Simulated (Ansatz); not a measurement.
Reactions of C$_{2}$H$_{8}$B$_{2}$O (`BBCOC`).

Gas-phase electronic energies from Ansatz, PBE0-D4/def2-TZVP geometries. CCSD(T)/CBS adds triple-zeta CCSD(T) − MP2 to the extrapolated MP2 energy (def2 sets, frozen cores). This one scheme is used for every species, atoms too. No spin–orbit coupling; open shells (•) take unrestricted orbitals. Spin–orbit coupling would lower the free atoms: a little for B, C, O. Bonds to Br are less sure, by a few kJ/mol each and by 10 to 20 or more in all where they break to atoms, as the def2 sets lack core-valence functions. Scalar relativity is left out up to krypton. Each species was taken in one conformer, which may not be the lowest.

Problem. Order these by ΔE at CCSD(T)/CBS, lowest first. (Best estimate.)
A. `BBCOC` + `C[SiH2]S[SiH3]` → `BC[SiH2]S[SiH3]` + `BCOC`
B. `BBCOC` + `O[SiH2][SiH3]` → `B[SiH2][SiH2]O` + `BCOC`
C. `BBCOC` + H₂ → `BBC` + CH₃OH
D. `BBCOC` + `OCO` → `BOCO` + `BCOC`
E. `BBCOC` + HBr → `BBBr` + `COC`
F. `BBCOC` + `C[SiH](O)F` → `BBO[SiH](C)F` + `COC`
G. `BBCOC` → 2 B• + 2 C• + 8 H• + O•
H. `BBCOC` + CH₃OH → `COCOC` + `BB`

Solution. D (-147.3 kJ/mol), F (-120.3 kJ/mol), C (-104.8 kJ/mol), E (-90.6 kJ/mol), A (-26.0 kJ/mol), B (+5.9 kJ/mol), H (+31.1 kJ/mol), G (+4736.8 kJ/mol).

Largest T1 diagnostic: 0.014, for `B[SiH2][SiH2]O`.
